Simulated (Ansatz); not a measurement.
Gas-phase reaction in SMILES: CCCO + H+ -> CCC[OH2+]
Each molecule is optimised on its own at B3LYP-D3(BJ)/def2-TZVP (Ansatz, a program for electronic structure), one conformer each, not searched for the lowest.

Wanted: proton affinity (electronic energy difference), positive where the reaction releases energy, in eV. Valence correlation only, unless marked. Spin-orbit coupling is left out. No relativistic terms. CBS marks a two-point X^-3 extrapolation of the correlation energy; Hartree-Fock from the larger set. The bracket is a focal-point correction in the basis named.

| level | program | proton affinity (eV) |
|---|---|---|
| revPBE-D3(BJ)/def2-TZVPD | Ansatz + dftd3 | 8.51 |
| PBE0/STO-3G | Ansatz | 10.60 |
| PBE0/def2-QZVPP | Ansatz | 8.46 |
| r2SCAN0-D4/def2-TZVPD | Ansatz + dftd4 | 8.43 |
| SCS-MP2/6-31G | Ansatz | 8.69 |
| CCSD(T) with core electrons/cc-pwCVTZ | Ansatz | 8.51 |
| RI-MP2/CBS(cc-pVTZ,cc-pVQZ)+[CCSD(T)-MP2]/cc-pVTZ | Ansatz | [?] |

Task: Fill in the missing entries.

Result: 
- RI-MP2/CBS(cc-pVTZ,cc-pVQZ)+[CCSD(T)-MP2]/cc-pVTZ, proton affinity (eV): 8.41
